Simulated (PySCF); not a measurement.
Cd(F)(NH2) (CdFH₂N), SMILES [NH2][Cd][F]. Atoms are numbered in the order given.

```xyz
5

Cd    -0.0202     0.0103     0.0000
F     -1.9691    -0.0208     0.0000
N      1.9903    -0.1388     0.0000
H      2.3798     0.3309    -0.8121
H      2.3798     0.3309     0.8121
```

Coordinates come from a B3LYP-D3(BJ)/def2-TZVP optimisation. The def2 effective core potentials stand for the cores of Cd; spin–orbit coupling is left out. One conformer was computed; it need not be the lowest.

Computed with C-PCM-PBE0/def2-SVP (PySCF).

The values are the electrostatic part of the solvation free energy, E(continuum) − E(gas) at the gas-phase geometry, in a cavity of scaled van der Waals radii (PySCF's table); cavitation and dispersion terms are not included. A continuum can't describe solvent molecules that bind to the metal. In vacuum the orbital gap is 5.95 eV. The dipole moment in vacuum is 2.85 D.

Computed values in water (ε = 78.36), methanol (ε = 32.61), cyclohexanone (ε = 15.62):
```json
[
 {"solvent": "water", "ε": "78.36", "ΔG(elec) (kcal/mol)": "-16.8", "dipole (D)": "3.15", "gap (eV)": "6.21"},
 {"solvent": "methanol", "ε": "32.61", "ΔG(elec) (kcal/mol)": "-16.4", "dipole (D)": "3.15", "gap (eV)": "6.21"},
 {"solvent": "cyclohexanone", "ε": "15.62", "ΔG(elec) (kcal/mol)": "-15.8", "dipole (D)": "3.14", "gap (eV)": "6.20"}
]
```
